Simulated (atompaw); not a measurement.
PBE PAW (atompaw) dataset for hafnium, scalar-relativistic all-electron reference.

atompaw 4.2.0.5 input, output lines left out:

```
Hf 72
GGA-PBE scalarrelativistic loggrid 2001 logderivrange -8 5 326
6 6 5 4 0 0
6 0 0
6 1 0
5 2 2
0 0 0
c
c
c
c
v
v
c
c
c
v
v
c
c
v
c
2
2.20 1.95 2.20 1.40
n
n
y
0.2
n
custom rrkj vanderbiltortho sinc
bessel
2.05
1.60
2.10
2.20
1.75
2.20
```

All-electron outer shells of the reference configuration (PBE, scalar-relativistic, ld1.x):

| shell | level (eV) | outermost node (bohr) | outermost maximum (bohr) |
| --- | --- | --- | --- |
| 5s | -82.08 | 0.55 | 1.01 |
| 5p | -50.63 | 0.60 | 1.16 |
| 4f | -31.91 | – | 0.45 |
| 6s | -17.50 | 1.36 | 2.68 |
| 5d | -16.70 | 0.67 | 1.65 |
| 6p | -12.02 | 1.62 | 3.36 |

Q: Does the generator finish with these settings?

A: Yes, a potential is produced.

Q: Estimate the cutoffs (Ry, on a coarse ladder) from which the occupation-weighted sum of valence levels, in a spherical-Bessel basis at the reference potential, stays within 10 and 1 mRy of its value at 400 Ry.

A: 30 Ry and 35 Ry.

Q: What does a ghost test show?

A: No extra level below or beside the all-electron valence levels (s, p, d, f tested).

Q: Is the overlap operator S = 1 + Σ q|β⟩⟨β| positive definite (Bessel basis up to 400 Ry)?

A: Yes: its lowest eigenvalue is 0.10 (p channel).

Q: Which valence shell sets the plane-wave cutoff?

A: 5d: its level needs 35 Ry to come within 1 mRy, against 21 Ry for 5p.
